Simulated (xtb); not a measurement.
Sb(H)2(Et) (C2H7Sb), SMILES C[CH2][SbH2]. All values are semi-empirical tight-binding results from xtb (GFN2-xTB unless named), good for trends rather than for accurate numbers. Coordinates come from a GFN2-xTB optimisation.

Optimised geometry:

```xyz
10

Sb    -0.3957     0.2128     0.4753
H     -1.5079    -0.5339    -0.5708
H     -0.3742     1.5432    -0.5795
C      1.2919    -0.7163    -0.5327
C      1.2058    -0.6275    -2.0407
H      1.3283    -1.7563    -0.2109
H      2.1969    -0.2304    -0.1706
H      1.1868     0.4121    -2.3629
H      0.3006    -1.1122    -2.4026
H      2.0638    -1.1141    -2.5047
```
Charge 0, spin multiplicity 1.

For metal compounds this method's bond lengths and energies can be far off.

```yaml
orbital_gap: 4.54 eV
zero_point_energy: 47.6 kcal/mol
G − E(el) at 298.15 K (modified RRHO): 29.1 kcal/mol
```

Computed atomic charges and the Wiberg bond orders between heavy atoms:
charges (e) Sb1 0.23, H2 -0.08, H3 -0.08, C4 -0.11, C5 -0.09, H6 0.01, H7 0.01, H8 0.04, H9 0.04, H10 0.03. Bond orders Sb1–C4 0.94, C4–C5 1.04.
